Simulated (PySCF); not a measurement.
selenium dioxide (O2Se), SMILES O=[Se]=O.

Geometry: PBE0-D3(BJ)/def2-TZVP.

Level of theory: PBE/def2-TZVPD in PySCF.

Symmetry labels are those of the subgroup C2v that the program uses (full group C2v).

Computed valence orbital energies around the gap with their symmetry:
| orbital | symmetry | energy (eV) |
|---|---|---|
| HOMO−7 | B2 | -24.86 |
| HOMO−6 | A1 | -16.11 |
| HOMO−5 | B2 | -11.24 |
| HOMO−4 | B1 | -11.14 |
| HOMO−3 | A1 | -11.00 |
| HOMO−2 | A2 | -8.58 |
| HOMO−1 | B2 | -7.97 |
| HOMO | A1 | -7.73 |
| LUMO | B1 | -4.95 |
| LUMO+1 | A1 | -1.04 |
| LUMO+2 | B2 | -0.73 |
| LUMO+3 | A1 | -0.14 |
